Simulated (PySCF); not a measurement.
## MNa for M along group 15

MP2 with double-zeta basis sets in PySCF, for the lowest determinant that a PBE0 search found; no spin–orbit coupling. De refers to high-spin ground-configuration atoms.

| M | basis | reference, frozen orbitals | state (unpaired electrons) | Re (Å) | ωe (cm⁻¹) | De (eV) |
| --- | --- | --- | --- | --- | --- | --- |
| N | 6-31G(d,p) | ROHF, 2 | triplet (π ↑↑) | 2.251 | 411 | 0.18 |
| P | x2c-SVPall | ROHF, 6 | triplet (π ↑↑) | 2.695 | 274 | 0.63 |
| As | def2-SVP | ROHF, 10 | triplet (π ↑↑) | 2.776 | 229 | 0.74 |
| Bi | def2-SVP | ROHF, 5 | triplet (π ↑↑) | 3.028 | 189 | 0.69 |

Q: The row for M = Sb is missing. Estimate Re, ωe and De as the mean of the rows for As and Bi, and compare with the calculation.

A: The means are 2.902 Å, 209 cm⁻¹ and 0.71 eV. ROHF-MP2 in def2-SVP gives NaSb as a triplet (π ↑↑) with Re = 2.969 Å, ωe = 203 cm⁻¹, De = 0.74 eV, so the estimate is off by -6.7 pm, +3 % and -0.03 eV.

The rows differ in basis set, which adds steps of its own.

Correlated steps freeze the inner cores (2 to 10 orbitals); shallow outer-core shells are correlated. Weak bonds: NaN. Basis-set superposition, not corrected here, can be much of De in a small basis, most of all at correlated wavefunction levels. These are scalar-relativistic numbers at best; spin–orbit coupling would shift them, the dissociation energy most. States were picked by a PBE0 search and need not be the measured ground states.
